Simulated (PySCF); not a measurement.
## BiB⁻: energy against distance

Set-up: Bi aug-cc-pVDZ-PP with ECP60, B aug-cc-pVDZ; scalar-relativistic core potentials (PySCF 2.14). Energies in eV from Bi⁻ + B in their ground configurations at the same level. State: ²Σ⁺ (doublet), unpaired electrons σ ↑.

```
R (Å)   B97-3    PBE0     PBE
1.803  -2.230  -2.386  -2.634
1.886  -2.872  -3.020  -3.291
1.970  -3.231  -3.368  -3.667
2.033  -3.363  -3.491  -3.812
2.096  -3.407  -3.525  -3.867
2.159  -3.383  -3.491  -3.855
2.243  -3.274  -3.367  -3.761
2.348  -3.055  -3.131  -3.559
2.473  -2.726  -2.784  -3.247
2.641  -2.252  -2.291  -2.791
```

Problem. Put a parabola through the three lowest points of the B97-3 curve and estimate Re, k and ωe (reduced mass 10.46 u; 1 eV/Å² = 0.16022 mdyn/Å; ωe = 1302.8·√(k/μ) cm⁻¹).

Solution. Through R = 2.033, 2.096, 2.159 Å the second-order coefficient is 8.57 eV/Å², so Re ≈ 2.105 Å, k ≈ 2.74 mdyn/Å and ωe ≈ 667 cm⁻¹. A polynomial fit of higher order to the unrounded B97-3 energies gives Re = 2.102 Å, k = 2.65 mdyn/Å, ωe = 656 cm⁻¹; anharmonicity and rounding make the difference.

The higher-order fit for each curve: B97-3: Re = 2.102 Å, ωe = 656 cm⁻¹, De = 3.41 eV; PBE0: Re = 2.093 Å, ωe = 673 cm⁻¹, De = 3.53 eV; PBE: Re = 2.114 Å, ωe = 643 cm⁻¹, De = 3.87 eV.

⟨S²⟩ of the unrestricted solution departs from its pure value on part of the curve, where spin states mix. These are scalar-relativistic numbers at best; spin–orbit coupling would shift them, the dissociation energy most. For an ion De counts to the pair picked by the measured ionisation energies or electron affinities, which need not be the lowest pair at this level. The highest Kohn–Sham level is positive in this anion. Much of that is self-interaction error, but it also means that the finite basis helps to hold the extra electron. The state is the lowest determinant that a PBE0 search found; another state may lie lower at other levels.
